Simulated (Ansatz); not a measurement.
Cost and result for the atomization energy of `[CH3][Ge]([NH2])([OH])[F]` (11 atoms, 10 bonds).

Z-matrix (Å, degrees):
```
C
Ge 1 1.927
H 1 1.090 2 109.4
H 1 1.091 2 109.9 3 -119.4
H 1 1.090 2 110.2 3 119.9
N 2 1.802 1 113.9 3 171.3
O 2 1.769 1 115.4 3 -62.3
F 2 1.746 1 106.9 3 50.8
H 6 1.008 2 116.7 1 148.4
H 6 1.007 2 117.6 1 12.3
H 7 0.961 2 111.6 1 96.3
```

Charge 0, multiplicity 1. Correlated methods include outer-core shells of Ge, which these sets cover unevenly. Scalar relativity is left out up to krypton. All single points use the PBE0-D4/def2-TZVP geometry. It is one conformer, not always the lowest. Program: Ansatz. All runs use 4 threads of an Arm Neoverse V2 on a shared host. Times are those of one run each, without the atoms' runs, and a repeat can differ threefold. Electronic energies, without spin–orbit coupling; frozen cores. CCSD(T)/CBS adds CCSD(T) − MP2 in def2-TZVPP to the MP2 limit, and its time is that of the two runs behind it. T1 = 0.011. With those shells the extrapolation isn't a true limit. B3LYP takes the VWN-RPA correlation (the form of Gaussian; ORCA's B3LYP/G).

CCSD(T)/CBS is a level of theory with its own doubt, some kJ/mol a heavy atom from the limit and from the frozen cores, so smaller differences don't rank the functionals.

```csv
level,functions,wall time,atomization (kcal/mol),difference from CCSD(T)/CBS,per bond
PBE-D4/def2-TZVPP (with forces),256,2.1 s,973.1,9.6,1.0
PBE0-D4/def2-TZVPP,256,2.9 s,951.4,-12.1,-1.2
r2SCAN-D4/def2-TZVPP (with forces),256,4.1 s,957.1,-6.4,-0.6
B3LYP-D4/def2-TZVPP (with forces),256,4.2 s,954.0,-9.5,-0.9
B2PLYP/def2-TZVPP,256,5 s,948.2,-15.3,-1.5
ωB97X-V/def2-TZVPP,256,7 s,962.0,-1.5,-0.1
ωB97M-V/def2-TZVPP (with forces),256,11 s,958.4,-5.1,-0.5
MP2/def2-QZVPP,497,22 s,971.7,8.2,0.8
CCSD(T)/def2-TZVPP,256,4.4 min,937.6,-25.9,-2.6
CCSD(T)/CBS(def2),–,4.7 min,963.5,0.0,0.0
```

From PBE to PBE0 (25 % exact exchange), in def2-TZVPP and without D4, the atomization energy moves by −21.0 kcal/mol: exact exchange takes away binding that semilocal exchange gives to molecules. In def2-TZVPP, CCSD(T) changes the Hartree–Fock value by +267.4 kcal/mol (the triples alone add +15.0 kcal/mol) and MP2 by +286.1 kcal/mol; breaking electron pairs costs correlation energy, which Hartree–Fock lacks. The D4 term adds +7.8 kcal/mol with B3LYP and +4.1 kcal/mol with PBE0; it sums over pairs of atoms, weighted by their polarisabilities, and B3LYP, whose exchange is more repulsive, gets the larger term.
